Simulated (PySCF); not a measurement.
Se²⁺ (selenium, charge +2) across methods

[Ar] 3d10 4s1 4p3, high-spin 5S determinant (an excited configuration). All numbers are calculated (PySCF 2.14, the spin-free X2C one-electron Hamiltonian (Gaussian nucleus), in aug-cc-pVQZ-DK (8s7p5d3f2g, 93 functions)).

| method | E (hartree) | mean ε 3d β (eV) | mean ε 4s α (eV) | mean ε 4p α (eV) | Σ⟨r²⟩ (bohr²) | ⟨S²⟩ |
| --- | --- | --- | --- | --- | --- | --- |
| PBE | -2428.025 | -76.802 | -40.019 | -27.638 | 24.52 | 6.001 |
| r2SCAN0 | -2428.341 | -82.119 | -43.374 | -29.580 | 24.39 | 6.001 |
| TPSSh | -2428.294 | -78.591 | -41.270 | -28.352 | 24.47 | 6.001 |
| UHF | -2426.75998 | -94.057 | -49.517 | -33.247 | 24.61 | 6.002 |
| LC-wPBE | -2428.081 | -82.571 | -46.044 | -32.166 | 24.47 | 6.001 |
| PBE0 | -2428.088 | -81.430 | -42.592 | -29.201 | 24.48 | 6.001 |
| wB97M-V | -2428.167 | -83.735 | -45.237 | -31.451 | 24.54 | 6.001 |
| LDA | -2424.740 | -77.159 | -40.095 | -27.686 | 24.52 | 6.001 |

Problem. Estimate the same row for r2SCAN.

Solution. E (hartree) = -2428.358; mean ε 3d β (eV) = -77.725; mean ε 4s α (eV) = -41.142; mean ε 4p α (eV) = -28.199; Σ⟨r²⟩ (bohr²) = 24.39; ⟨S²⟩ = 6.002.
